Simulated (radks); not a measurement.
Problem. These are the eigenvalues of the occupied orbitals of an atom or ion with whole-number occupations (eV). Method: Dirac Kohn-Sham, PBEsol, spin-unpolarised, spherical densities, finite nucleus; Fermi nuclear charge, rms radius of each element as measured or else 0.836 A^(1/3) + 0.57 fm; computed with a radial shooting solver on a logarithmic mesh with Libxc functionals.

1s1/2: -82972.72
2s1/2: -14699.55
2p1/2: -14109.63
2p3/2: -12163.13
3s1/2: -3491.995
3p1/2: -3225.010
3p3/2: -2793.911
3d3/2: -2349.667
3d5/2: -2257.255
4s1/2: -771.6957
4p1/2: -657.0508
4p3/2: -552.8592
4d3/2: -364.9522
4d5/2: -345.5235
5s1/2: -123.2684
4f5/2: -103.6145
4f7/2: -99.4192
5p1/2: -85.2635
5p3/2: -66.7721
5d3/2: -15.4640
5d5/2: -13.5009
6s1/2: -9.2879
6p1/2: -3.1315
6p3/2: -2.1187

Which element is it, and in what charge state? The configuration may be excited. Open shells, if any, are shared by 2j + 1.

Solution. Z = 80, mercury, charge 0: Hg in [Xe] 4f14 5d9 6s2 6p1. The list shows which subshells hold electrons but not how many an open one holds; the 1s level, -3049.2 hartree, gives Z - s = 78.1 by -(Z - s)^2/2, which with screening and relativity narrows Z to a few neighbours, and the depths of the outer levels then fix element, charge and occupations together.
